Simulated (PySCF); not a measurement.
Compound: C4H5FOSi.
SMILES with atom numbers: `[O:1]=[C:2]1[CH2:3][C:4]([F:5])=[CH:6][SiH2:7]1` (hydrogens: H8, H9 on C3; H10 on C6; H11, H12 on Si7)

Level of theory: PySCF, PBE0-D3(BJ)/def2-SVP geometry optimisation, gas phase.

(1) List the bond lengths, angles and torsions at this level.

Answers

(1) 
```tsv
bond	length (bohr)
O1=C2	2.273
C2–C3	2.892
C3–C4	2.822
C4–F5	2.511
C4=C6	2.535
C6–Si7	3.508
C2–Si7	3.686
C3–H8, C3–H9	2.087
C6–H10	2.064
Si7–H11, Si7–H12	2.822
```

Bonds in one row agree within 0.02 bohr and their mean is given. A selection of angles:
```tsv
angle	degrees
O1–C2–C3	123.1
O1–C2–Si7	129.2
C3–C2–Si7	107.7
C2–C3–C4	108.4
C2–C3–H8	109.7
C4–C3–H8	111.2
H8–C3–H9	106.2
C3–C4–F5	114.4
C3–C4–C6	122.8
F5–C4–C6	122.8
C4–C6–Si7	109.8
C4–C6–H10	119.8
Si7–C6–H10	130.5
C6–Si7–H11	115.6
C2–Si7–C6	91.3
C2–Si7–H11	112.7
C2–Si7–H12	112.2
H11–Si7–H12	108.8
```

Torsions: O1–C2–C3–C4 -177° (antiperiplanar); C2–C3–C4–F5 178° (antiperiplanar); C3–C4–C6–Si7 0° (synperiplanar); C4–C6–Si7–C2 1° (synperiplanar); O1–C2–Si7–C6 177° (antiperiplanar). The mirror-image conformer, all signs reversed, is as good.

The C–C distances run from 1.342 Å (C4=C6, drawn double) to 1.531 Å (C2–C3, drawn single), a spread of 0.189 Å. Si7 (SiH2 silicon) has angles from 91.3° to 115.6°. The 5-membered ring C2–C3–C4–C6–Si7 has internal angles of 91.3° to 122.8° (sum 540°, against 540° for a flat polygon); it is almost planar, 0.01 Å rms from its mean plane, widest ring torsion 2°. The 2 C–Si bonds span 1.856 Å (C6–Si7, drawn single) to 1.950 Å (C2–Si7, drawn single), a spread of 0.094 Å. The 7 heavy atoms lie in one plane (0.019 Å rms).

Point group: near Cs, missed by 0.12 Å at most; the miss may be what the optimiser left on a soft mode. No frequency check.
